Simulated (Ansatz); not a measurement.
Start from `BCCN` and change one atom or group to get `NCCO`.

Ansatz, PBE0-D4/def2-TZVP geometries, multiplicity 1. Each molecule was computed in one conformer, which needn't be the lowest.

| property | `BCCN` |
| --- | --- |
| zero-point energy (PBE0-D4/def2-TZVP) / kJ/mol | 269.1 |
| HOMO energy (B3LYP/def2-TZVPP) / eV | -6.58 |
| HOMO–LUMO gap (B3LYP/def2-TZVPP) / eV | 5.00 |
| HOMO energy (PBE/def2-TZVPP) / eV | -5.35 |
| HOMO–LUMO gap (ωB97M-V/def2-TZVPP) / eV | 9.78 |
| LUMO energy (PBE/def2-TZVPP) / eV | -2.37 |

(1) Give the same properties after the change, and the shifts. (Best estimate.)

Results:

(1) Computed: 
| property | `NCCO` | shift |
| --- | --- | --- |
| zero-point energy (PBE0-D4/def2-TZVP) / kJ/mol | 258.4 | -10.7 |
| HOMO energy (B3LYP/def2-TZVPP) / eV | -6.53 | 0.05 |
| HOMO–LUMO gap (B3LYP/def2-TZVPP) / eV | 7.15 | 2.15 |
| HOMO energy (PBE/def2-TZVPP) / eV | -5.25 | 0.10 |
| HOMO–LUMO gap (ωB97M-V/def2-TZVPP) / eV | 11.60 | 1.82 |
| LUMO energy (PBE/def2-TZVPP) / eV | 0.15 | 2.52 |

With PBE0 the HOMO rises by 0.07 eV and the LUMO rises by 2.35 eV, so the gap widens by about 2.28 eV. PBE moves the HOMO by 0.10 eV and ωB97M-V by 0.04 eV. The zero-point energy changes by -10.7 kJ/mol with -3 modes.

B3LYP here is the variant with VWN-RPA as its local correlation; programs differ in this.
